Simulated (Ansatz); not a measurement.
Sn(SH)H3 (SnH₄S): single points at one geometry.

```yaml
crystal:
  periodic: [false, false, false]
  atoms:
    - {symbol: Sn, position_ang: [0.195739, -0.012728, -0.565327]}
    - {symbol: S, position_ang: [0.276842, 0.021291, 1.860894]}
    - {symbol: H, position_ang: [-1.071179, 0.051284, 1.986614]}
    - {symbol: H, position_ang: [1.840060, -0.017143, -1.050160]}
    - {symbol: H, position_ang: [-0.623374, 1.388401, -1.133895]}
    - {symbol: H, position_ang: [-0.618089, -1.431105, -1.098116]}
basis:
  gaussian: {orbitals: def2-TZVP, initial_orbitals: start.molden}
hamiltonian: {xc: hse06, dispersion: d4}
scf: {omitted_lower_state_checks: [starts]}
output: {orbitals: {seedname: orbitals}}
```

The file start.molden holds the orbitals of an earlier run on this structure, at another level or in another basis.

```sh
$ ansatz run in.yaml --threads 4 --pin off --events-out ev --progress --plain --max-ram 3916MiB
```

It prints (some lines left out):

```
Functional definition: HSE06
908 factors; their error is unknown
62 factors; integrals over basis functions are off by at most 1.1e-6 eV
mean field evaluation 1: about -16728.4097 eV, gradient 3.1e-1 eV
mean field evaluation 2: about -16728.4098 eV, gradient 1.7e-4 eV
mean field evaluation 4: about -16728.5068 eV, gradient 4.5e-5 eV
mean field -16728.50675420 eV, -614.7612842277 hartree, gradient 8.5e-5 eV, S^2 0.000000; 0 other end points of the search recorded, 0 dependent functions left out
reference -16728.50679862 eV, -614.7612858603 hartree; 21, 21 occupied and 90, 90 virtual orbitals, 908 factors
Total energy: -16728.59205457 eV, -614.7644189585 hartree
Checks for a lower state left out: starts
```

Run time 0.9 s (4 threads of Arm Neoverse V1 on a shared host).

The first input with `gaussian: {orbitals: def2-TZVPD, initial_orbitals: start.molden}`, `hamiltonian: {xc: pbe0, dispersion: d4}` (abridged; 1.1 s):

```
Functional definition: PBE0
mean field -16728.80075196 eV, -614.7720884462 hartree, gradient 9.0e-6 eV, S^2 0.000000
Total energy: -16728.89086034 eV, -614.7753998679 hartree
Checks for a lower state left out: starts
```

First input, but with `hamiltonian: {xc: {name: revPBE}, dispersion: d4}` (abridged; 0.65 s):

```
Functional definition: revPBE
mean field -16731.78518965 eV, -614.8817645085 hartree, gradient 5.6e-5 eV, S^2 0.000000
Total energy: -16732.05753666 eV, -614.8917730762 hartree
Checks for a lower state left out: starts
```

The first input with `gaussian: {orbitals: def2-SVP, initial_orbitals: start.molden}`, `hamiltonian: {xc: pbe0, dispersion: d4}` (abridged; 0.55 s):

```
Functional definition: PBE0
mean field -16724.70218519 eV, -614.6214688953 hartree, gradient 1.7e-5 eV, S^2 0.000000
Total energy: -16724.79227228 eV, -614.6247795349 hartree
Checks for a lower state left out: starts
```

As the first input, with `gaussian: {orbitals: def2-TZVPD, initial_orbitals: start.molden}`, `correlation: {method: ccsd_t}` and without the key `hamiltonian` (abridged; 9 s):

```
Functional definition: HF
mean field -16686.76177296 eV, -613.2271844628 hartree, gradient 1.3e-6 eV, S^2 0.000000
9 core orbitals not correlated: weight in the atoms' cores, before any rotation towards them, 1.000 or more for the frozen orbitals, at most 0.000 for the correlated occupied ones
second order -13.72876738 eV of doubles, -0.00000000 eV of singles
cycle   1  -14.10116045 eV  change   -3.7e-1 eV  update   9.0e-2
cycle   2  -14.52731510 eV  change   -4.3e-1 eV  update   2.7e-2
cycle   3  -14.57426087 eV  change   -4.7e-2 eV  update   1.1e-2
cycle   4  -14.56768580 eV  change    6.6e-3 eV  update   3.0e-3
cycle   5  -14.56677316 eV  change    9.1e-4 eV  update   1.1e-3
cycle   6  -14.56665241 eV  change    1.2e-4 eV  update   3.2e-4
cycle   7  -14.56658019 eV  change    7.2e-5 eV  update   1.0e-4
cycle   8  -14.56660668 eV  change   -2.6e-5 eV  update   3.7e-5
cycle   9  -14.56662063 eV  change   -1.4e-5 eV  update   1.3e-5
perturbative correction -0.48854205 eV, -0.0179535892 hartree
Total energy: -16701.81693564 eV, -613.7804514867 hartree
Checks for a lower state left out: starts
```

As the first input, with `hamiltonian: {xc: pbe, dispersion: d4}`, `output: {forces: true, orbitals: {seedname: orbitals}}` (abridged; 0.75 s):

```
Functional definition: PBE
mean field -16727.47608296 eV, -614.7234077583 hartree, gradient 2.0e-5 eV, S^2 0.000000
Total energy: -16727.58258917 eV, -614.7273217892 hartree
Atom 0 force    -0.000862     0.000080    -0.006518 eV/Å
Atom 1 force     0.000352     0.000751     0.004500 eV/Å
Atom 2 force     0.000096    -0.001046     0.000122 eV/Å
Atom 3 force    -0.000362    -0.000127     0.000883 eV/Å
Atom 4 force     0.000704    -0.000471     0.000117 eV/Å
Atom 5 force     0.000073     0.000812     0.000897 eV/Å
Dipole moment:    -0.158086    -0.000380    -0.258869 e Å
Checks for a lower state left out: starts
```

As the first input, with `gaussian: {orbitals: def2-TZVPD, initial_orbitals: start.molden}`, `hamiltonian: {xc: r2scan, dispersion: d4}` (abridged; 2 s):

```
Functional definition: r2SCAN
mean field -16733.90918087 eV, -614.9598197459 hartree, gradient 7.0e-6 eV, S^2 0.000000
Total energy: -16733.93256593 eV, -614.9606791310 hartree
Checks for a lower state left out: starts
```

Geometry: PBE-D4/def2-TZVP.

In the def2 sets Sn takes a core potential; there is no spin–orbit coupling. HSE06 is defined as in plane-wave codes, on full-range PBE exchange. Correlated methods freeze 9 core orbitals; core or outer-core shells of Sn are correlated, in sets that lack core-valence functions.
